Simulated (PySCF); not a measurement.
**How methods differ on the ionisation energy of Ru**

Ru [Kr] 4d7 5s1 (5F) → Ru⁺ [Kr] 4d7 (4F), as a difference of total energies. Calculation: PySCF 2.14, in def2-TZVPPD with the def2 core potential (28 electrons); scalar relativity through the core potential. Correlated levels: valence: 4s2 4p6 frozen; valence and next inner shell: nothing frozen outside the core potential. The calculations carry no spin-orbit coupling.

| method | ionisation energy (eV) |
| --- | --- |
| UHF | 6.301 |
| LDA | 8.080 |
| PBE | 7.792 |
| PBE0 | 7.503 |
| r2SCAN | 7.735 |
| B97-3 | 7.251 |
| HSE06 | 7.546 |
| TPSSh | 7.503 |
| MP2 (valence) | 7.077 |
| SCS-MP2 (valence) | 6.829 |
| MP2 (valence and next inner shell) | 7.310 |

Q: Estimate what wB97M-V gives.

A: 7.062 eV, closest to MP2 (valence) among the rows shown.

Q: Estimate what SCS-MP2 (valence and next inner shell) gives.

A: 7.037 eV, closest to MP2 (valence) among the rows shown.

Errors of the correlated levels include the incompleteness of this basis and the frozen core.

For comparison: 7.365 eV (measured; NIST levels, between the centres of gravity of the two terms).
